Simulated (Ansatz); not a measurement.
Ansatz (a first-principles code) input for HgCl, SMILES [Cl][Hg] (connectivity only; charge and spin as stated), neutral, multiplicity 2, ωB97X-V/def2-TZVPD. Geometry optimised at B3LYP-D3(BJ)/def2-TZVPD. The spin state was assumed, not searched. The def2 effective core potentials stand for the cores of Hg; spin–orbit coupling is left out.

Ansatz 0.2 input:
```yaml
crystal:
  periodic: [false, false, false]
  atoms:
    - {symbol: Hg, position_ang: [0.00000000, 0.00000000, -0.43129026]}
    - {symbol: Cl, position_ang: [0.00000000, 0.00000000, 2.02960122]}
basis:
  gaussian:
    orbitals: def2-TZVPD
hamiltonian:
  xc: {name: wB97X-V}
magnetization: {spin_polarized: true, initial_magnetization: 1}
```

Program output:

```
WARN ansatz: RAYON_NUM_THREADS=1 ignored (pool sized by the plan → 1); use --threads N
Functional definition: wB97X-V
integrals: 0.04 GiB planned
710 factors; their error is unknown
integrals: 0.07 GiB planned
135 factors; integrals over basis functions are off by at most 7.5e-5 eV
mean field: 0.51 GiB planned
mean field evaluation 1: about -16695.6692 eV, gradient 1.3e1 eV
mean field evaluation 2: about -16696.1297 eV, gradient 1.3e1 eV
mean field evaluation 4: about -16696.8442 eV, gradient 5.5e-1 eV
mean field evaluation 8: about -16696.8881 eV, gradient 4.0e-2 eV
mean field evaluation 16: about -16696.8882 eV, gradient 6.5e-5 eV
mean field -16696.88816104 eV, -613.5993223608 hartree, gradient 6.5e-5 eV, S^2 0.759640; 0 other end points of the search recorded, 0 dependent functions left out
reference -16696.88816016 eV, -613.5993223287 hartree; 19, 18 occupied and 73, 74 virtual orbitals, 710 factors
Total energy: -16696.88816016 eV, -613.5993223287 hartree
```

The calculation finished and met its thresholds.

Cost: around 4 core-seconds (rough).
